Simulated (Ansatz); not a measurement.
Spectroscopic constants of ZrSe, multiplicity 3 (an upper state: multiplicity 1 came lower at CCSD(T)/def2-TZVPP on PBE0 minima). No spin–orbit coupling. Se is treated without relativity.

Seven points along R, fitted to fifth degree in 1/R; most abundant isotopes. Runs in def2 and cc sets follow the lowest solution found near the PBE0 minimum.

The values were computed with Ansatz (Gaussian basis) for Hartree–Fock, density functionals and correlated methods.  In def2 rows elements past Kr take small-core potentials, without spin–orbit coupling.

Energies at wB97X-V/def2-TZVPP:

```csv
R (Å),E (hartree)
2.156480,-2448.28630155
2.214450,-2448.29432640
2.267783,-2448.29804598
2.328071,-2448.29881053
2.388360,-2448.29663340
2.457924,-2448.29126692
2.539082,-2448.28212042
```

**Question.** With a reduced mass of 42.3084 u, find the minimum, the force constant and the constants.

**Answer.** A fifth-degree polynomial in 1/R puts the minimum at r_e = 2.3117 Å with force constant 374 N/m. Then ω_e = (1/2πc)√(k/μ) = 387 cm⁻¹ and B_e = h/(8π²cμr_e²) = 0.07456 cm⁻¹; the cubic and quartic terms give α_e = 0.00016 and ω_e x_e = 0.61 cm⁻¹.

Ansatz is a program for electronic structure.
